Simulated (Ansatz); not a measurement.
Job for Ansatz (a first-principles code): U-CCSD(T)/cc-pV(T+d)Z on F3Si (SMILES F[Si](F)F). The basis file is the Basis Set Exchange's JSON of that set.

Ansatz 0.2 input:
```yaml
crystal:
  periodic: [false, false, false]
  atoms:
    - {symbol: Si, position_ang: [-0.00000081, 0.00000000, -0.00000017]}
    - {symbol: F, position_ang: [1.60534483, -0.00000000, 0.00000006]}
    - {symbol: F, position_ang: [-0.80267201, 1.39027117, 0.00000006]}
    - {symbol: F, position_ang: [-0.80267201, -1.39027117, 0.00000006]}
basis:
  gaussian:
    orbitals: cc-pV_T+d_Z.json
magnetization: {spin_polarized: true, initial_magnetization: 1}
correlation: {method: ccsd_t, electrons: outside_noble_gas}
scf: {omitted_lower_state_checks: [cluster_reference]}
```

Output:

```
WARN ansatz: RAYON_NUM_THREADS=4 ignored (pool sized by the plan → 4); use --threads N
Functional definition: HF
these checks for a lower state are left out or cut short: cluster_reference
integrals: 0.37 GiB planned
807 factors; integrals over basis functions are off by at most 1.1e-3 eV
mean field: 0.42 GiB planned
mean field evaluation 1: about -15982.7893 eV, gradient 2.9e1 eV
mean field evaluation 2: about -15982.7981 eV, gradient 2.9e1 eV
mean field evaluation 4: about -15985.5817 eV, gradient 1.6e0 eV
mean field evaluation 8: about -15985.6211 eV, gradient 1.4e-1 eV
mean field evaluation 16: about -15985.6148 eV, gradient 1.8e-1 eV
mean field evaluation 32: about -15984.3521 eV, gradient 2.3e-2 eV
mean field -15985.62135870 eV, -587.4607494887 hartree, gradient 2.7e-6 eV, S^2 0.759358; 4 other end points of the search recorded, 0 dependent functions left out
8 core orbitals not correlated
reference -15985.62135870 eV, -587.4607494887 hartree; 13, 12 occupied and 108, 109 virtual orbitals, 807 factors
second order -23.64740958 eV of doubles, -0.00000000 eV of singles
coupled cluster: 0.93 GiB planned
cycle   1  -22.93932619 eV  change    7.1e-1 eV  update   1.1e-1
cycle   2  -23.43547293 eV  change   -5.0e-1 eV  update   3.5e-2
cycle   3  -23.55780993 eV  change   -1.2e-1 eV  update   1.7e-2
cycle   4  -23.53873311 eV  change    1.9e-2 eV  update   4.0e-3
cycle   5  -23.53462825 eV  change    4.1e-3 eV  update   1.5e-3
cycle   6  -23.53576089 eV  change   -1.1e-3 eV  update   4.6e-4
cycle   7  -23.53574904 eV  change    1.2e-5 eV  update   1.8e-4
cycle   8  -23.53574686 eV  change    2.2e-6 eV  update   5.3e-5
cycle   9  -23.53577212 eV  change   -2.5e-5 eV  update   2.2e-5
perturbative correction -0.77316328 eV, -0.0284132265 hartree
Total energy: -16009.93029410 eV, -588.3540863876 hartree
Checks for a lower state left out: cluster_reference
```

Self-consistency was reached.

Cost: very roughly 40 core-seconds.
